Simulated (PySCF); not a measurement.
Compound: C5H9N2 (doublet state).
Z-matrix (Å and degrees, GFN2-xTB geometry), rows numbered from 1:
```
C 
C   1  1.3262
C   2  1.4618  1  123.74
N   3  1.2626  2  126.58  1   146.83
C   3  1.5300  2  117.11  1   -26.44
N   5  1.4090  3  104.67  2    85.72
C   6  1.4058  5  114.44  3    80.54
H   1  1.0771  2  121.71  3  -176.59
H   1  1.0770  2  121.02  3     0.73
H   2  1.0841  1  121.19  3   176.36
H   4  1.0163  3  116.72  2     0.67
H   5  1.0918  3  110.30  2   -32.32
H   5  1.0994  3  107.08  2  -153.18
H   7  1.1043  6  111.16  5   -44.59
H   7  1.1006  6  111.11  5    72.71
H   7  1.0894  6  109.22  5  -167.05
```

The hyperfine couplings belong to this conformer and change with its torsions.

The species is `[H]/N=C(\C=C)C[N]C` [radical].

Computed with UKS B3LYP, pcH-1 on C H N, non-relativistic, mean-field spin-orbit, GIAO (PySCF 2.14.0). One conformer (not necessarily the lowest) at the GFN2-xTB geometry, without solvent, vibrations or thermal averaging. The geometry wasn't refined by DFT: couplings that depend on bond lengths, twists or pyramidal angles can differ widely from those at the functional's own minimum. The frame is twisted about the C2–C3 bond at this geometry (dihedral C1–C2–C3–C5 = -26°); couplings at other torsion angles weren't computed. Stability of the SCF solution: not tested.

Task: The isotropic 14N couplings are +33.6, +10.3 MHz. Assign them to N4; N6.

Result: 
| site | a_iso (MHz) | ρ(0) (bohr⁻³) | position | distance from N6 (Å) | spin population | largest \|T\| (MHz) |
| --- | --- | --- | --- | --- | --- | --- |
| N4 | +10.3 | +0.0319 | 3 bonds from N6 | 3.00 | +0.03 | 4.2 |
| N6 | +33.6 | +0.1039 | largest spin population | 0.00 | +0.87 | 81.6 |

ρ(0) is the spin density at the nucleus and T the dipolar tensor; entries for several nuclei are means. The Mulliken spin populations are largest on N6 (+0.87), H15 (+0.07) and C7 (-0.07). N6 is the only atom above +0.15. The positive populations add up to 1.13 and the negative ones to -0.13, together 2S = 1.

Means are taken over nuclei equivalent by connectivity, which assumes that they swap fast. The three 1H nuclei of mean +90.0 MHz run from 4.4 to 153.4 MHz in the frozen geometry. The 1H value of +41.4 MHz is a mean of couplings from 25.1 to 57.6 MHz in this one geometry, not an average over conformers.
